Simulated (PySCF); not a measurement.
2-silylpropan-2-ol (C3H10OSi), SMILES CC(C)(O)[SiH3].

The structure is a stationary point at B3LYP-D3(BJ)/def2-SVP. Other conformers were not sampled.

Two levels are set side by side: TDDFT-PBE/def2-SVPD (PySCF) and TDDFT-CAM-B3LYP/def2-SVPD (PySCF). Vertical, same geometry. The lowest singlet is HOMO→LUMO 99 % with PBE and HOMO−1→LUMO 75 %, HOMO−1→LUMO+2 19 % with the other functional; states are paired by order. Differences are taken from unrounded values.

```tsv
quantity	TDDFT-CAM-B3LYP	TDDFT-PBE	TDDFT-PBE minus TDDFT-CAM-B3LYP
lowest singlet excitation (eV)	7.17	6.07	-1.11
lowest triplet excitation (TDA) (eV)	6.86	5.91	-0.95
first bright state (f over 0.05) (eV)	8.50	7.41	-1.09
its oscillator strength	0.44	0.25	-0.19
```

Functionals without exact exchange tend to place singlet excitations lower, as here. Differences between two approximate levels are no errors against the true value.

Rough cost on one machine, each run with all the roots and properties that it gave: TDDFT-CAM-B3LYP against TDDFT-PBE about 9 times.
